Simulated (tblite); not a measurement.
Species: C6H14P2.
Atom-mapped SMILES: `[CH3:1][CH2:2][C@@H:3]1[CH2:4][P:5]1[CH2:6][CH2:7][PH2:8]` (hydrogens: H9, H10, H11 on C1; H12, H13 on C2; H14 on C3; H15, H16 on C4; H17, H18 on C6; H19, H20 on C7; H21, H22 on P8)

Cartesian coordinates in Å at the GFN2-xTB level; atoms count from 1:
```xyz
22
C6H14P2 angstrom
C     -3.3467   -0.6653   -0.0934
C     -2.3001    0.3686   -0.5021
C     -0.9528    0.0442    0.0998
C     -0.7177    0.3823    1.5468
P      0.2655    1.4139    0.3741
C      1.8502    0.4096    0.3439
C      2.4291    0.3516   -1.0626
P      3.9900   -0.6526   -1.1906
H     -3.4434   -0.7015    0.9893
H     -3.0618   -1.6551   -0.4442
H     -4.3153   -0.4155   -0.5194
H     -2.6130    1.3608   -0.1673
H     -2.2204    0.3955   -1.5917
H     -0.5401   -0.9005   -0.2448
H     -1.5187    0.8965    2.0617
H     -0.1928   -0.3286    2.1710
H      2.5608    0.8991    1.0174
H      1.6602   -0.5982    0.7237
H      1.7049   -0.0832   -1.7594
H      2.6567    1.3585   -1.4254
H      4.5900   -0.1158   -0.0509
H      3.5048   -1.7449   -0.4689
```

Calculated harmonic vibrations of the isolated species, GFN2-xTB (tblite), most abundant isotopes, no scaling. Against measured fundamentals such values can be off by several per cent, at times by over 20. Modes of hydrogen on phosphorus can be 10 to 20 % off. One conformer, not necessarily the lowest.

Harmonic wavenumbers (cm⁻¹): 31.1, 60.3, 91.4, 106.6, 154.9, 196.7, 201.2, 223.4, 258.9, 314.0, 337.4, 430.8, 666.2, 679.2, 714.7, 721.9, 728.2, 784.3, 817.3, 831.0, 867.7, 875.9, 929.0, 956.5, 999.1, 1011.9, 1039.2, 1053.3, 1085.2, 1091.0, 1149.4, 1153.7, 1177.8, 1189.7, 1238.3, 1241.8, 1270.5, 1300.5, 1347.4, 1411.5, 1416.6, 1442.2, 1450.2, 1489.1, 1500.6, 1505.2, 2250.2, 2322.6, 2927.0, 2935.3, 2940.9, 2952.8, 2961.5, 2974.8, 2989.0, 3030.5, 3036.0, 3040.5, 3044.1, 3059.9.

A = 2969, B = 529.7, C = 491.9 MHz; mass 148.057 u (most abundant isotopes); point group C1, symmetry number 1.

Q: What is the zero-point energy?

A: Half the sum of the wavenumbers: 40004 cm⁻¹ = 478.55 kJ/mol.

Q: What is S at 500 K and 1 bar for an ideal gas of classical rigid rotors and harmonic oscillators?

A: Translation 181.93, rotation 133.68, vibration 241.13: S = 556.7 J/(mol K).

Q: And Cp and H(500 K) − H(0)?

A: Cp = 266.80 J/(mol K), of which vibrations give 233.55 (their classical limit is 60 R = 498.9); H(500 K) − H(0) = 76.86 kJ/mol without the zero-point energy, 60.23 from vibrations.

Q: Blend soft modes into free rotors: weight 1/[1 + (100 cm⁻¹/ν̃)⁴] for the oscillator and the rest for a rotor with moment μB/(μ + B), μ = h/(8π²ν), B = 10⁻⁴⁴ kg m². What vibrational entropy results?

A: 220.35 J/(mol K) in place of 241.13, which changes −T·S at 500 K by +10.39 kJ/mol.

Q: How do the functions run with temperature in this model?

A: 
| T (K) | S (J/(mol K)) | Cp (J/(mol K)) | H − H(0) (kJ/mol) | G − H(0) (kJ/mol) | ln q(vib) |
| --- | --- | --- | --- | --- | --- |
| 50 | 258.3 | 61.1 | 2.27 | -10.65 | 0.86 |
| 100 | 309.6 | 88.7 | 6.05 | -24.91 | 2.44 |
| 298.15 | 443.4 | 175.3 | 31.83 | -100.39 | 8.61 |
| 373.15 | 486.8 | 212.1 | 46.36 | -135.28 | 10.82 |
| 750 | 680.7 | 343.9 | 153.92 | -356.58 | 21.60 |
| 1000 | 787.0 | 394.7 | 246.67 | -540.38 | 28.26 |

q(vib) and H(0) count from the zero-point level.

Hindered rotation and anharmonicity are outside this model. Other conformers, if any are populated, would add a mixing term that is left out. The structure is chiral; the term R ln 2 for an equal mix with its mirror image is left out.

The run took 1.0 s of wall time on Arm Neoverse V1, one thread, shared host with 32 logical CPUs at a one-minute load of 9.6. This covers the Hessian and the dipole derivatives.
